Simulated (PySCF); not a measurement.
# Dipole moment and polarisability of `C[C@@H]1[SiH2][C@@H](Cl)C=C1Cl`

Compound: C5H8Cl2Si.
Structure used (GFN2-xTB), in Å, numbered top down from 1:
```
atom  x, y, z in Å
C1     2.0899    0.2374   -0.1551
C2     0.7230    0.2203    0.5310
Si3   -0.2300   -1.4355    0.3663
C4    -1.8068   -0.5814   -0.3209
Cl5   -3.1337   -0.6688    0.9069
C6    -1.4230    0.8433   -0.5043
C7    -0.2220    1.2136   -0.0779
Cl8    0.3176    2.8495   -0.2046
H9     1.9929   -0.0069   -1.2104
H10    2.5483    1.2206   -0.0720
H11    2.7490   -0.4921    0.3092
H12    0.8758    0.4978    1.5790
H13   -0.4743   -2.1092    1.6360
H14    0.3663   -2.3118   -0.6433
H15   -2.2448   -1.0023   -1.2247
H16   -2.1358    1.5344   -0.9267
```

Level: wB97X-D/def2-SVPD (PySCF), static field, nuclei fixed, core orbitals frozen in the response. The polarisability tensor in these axes (au):

```
x   125.67  12.24  -3.26
y    12.24 118.19  -5.54
z    -3.26  -5.54  86.70
```

Q: Give the principal values, the mean and the anisotropy Δα = √{½[(α1 − α2)² + (α2 − α3)² + (α1 − α3)²]}.

A: Principal values 85.71, 109.39 and 135.46 au; mean 110.19 au = 16.33 Å³ = 18.17 × 10⁻⁴⁰ C²·m²/J; Δα = 43.10 au (39 % of the mean).

Q: What is the dipole moment, and where does it point?

A: (1.73, -1.26, -0.85) D, 2.30 D in size, pointing from the negative to the positive side. Measured along this direction, the outermost atoms are Cl5 at the negative end and H11 at the positive end.

Q: Rayleigh depolarisation ratio (linearly polarised light, static tensor)?

A: ρ = 3Δα²/(45ᾱ² + 4Δα²) = 5571.8/(546350 + 7429.1) = 0.0101.

Q: Molar refractivity from α?

A: Lorentz–Lorenz: R = (4π/3)N_A α = 2.5225 cm³/(mol·Å³) × 16.33 Å³ = 41.2 cm³/mol, in the limit of long wavelengths.

Q: Sum over states: ᾱ = Σ f/ω², ω in Eh. What share falls to these 8 lowest TDDFT singlets (eV, f)? 6.03, 0.0739; 6.30, 0.2276; 6.72, 0.0240; 6.75, 0.0011; 7.09, 0.0032; 7.17, 0.0343; 7.30, 0.0114; 7.51, 0.0007.

A: They add up to 6.88 au, 6.2 % of the 110.19 au; the largest single term is 4.25 au, from the state at 6.30 eV. Terms in order: 1.51, 4.25, 0.39, 0.02, 0.05, 0.49, 0.16, 0.01 au. Higher excitations give the rest. The strengths listed sum to 0.376.

Q: How large is μ²/3kT at 350 K beside α?

A: In Gaussian units μ²/3kT = 36.42 Å³ against 16.33 Å³, a ratio of 2.23; the Debye molar polarisation (4π/3)N_A(α + μ²/3kT) is 133.1 cm³/mol, leaving out the vibrational part.

Isolated species at its GFN2-xTB geometry, gas phase.

The pairwise dispersion term of wB97X-D wasn't added to the energies; at a given geometry it leaves orbitals and properties as they are.
